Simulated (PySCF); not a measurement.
Gas-phase reaction: SnH4 + 3 SnO2 = 2 Sn2O2 + 2 H2O

Computed with PySCF (xtb for GFN2) and rigid-rotor harmonic-oscillator thermochemistry at 1 bar. † marks an energy on the PBE0/def2-TZVP geometry and frequencies; other levels use their own. MP2 freezes the core. All species are closed-shell singlets. Sn: scalar-relativistic def2 core potential, no spin-orbit coupling. SnO2, Sn2O2: computed as isolated molecules; such fragments, hydroxides, amides, oligomers or adducts are transient or little studied in the gas. MP2 isn't extrapolated to the basis-set limit.

```tsv
level	ΔH°(298 K), kJ
GFN2-xTB	…
M06-2X/def2-TZVP†	…
MP2/def2-TZVPP†	-1196
PBE0/def2-QZVP†	-1249
LDA/def2-TZVP†	-1176
```

### Question
What belongs in the gaps?

### Answer

- GFN2-xTB, ΔH°(298 K), kJ: -1029
- M06-2X/def2-TZVP†, ΔH°(298 K), kJ: -1325
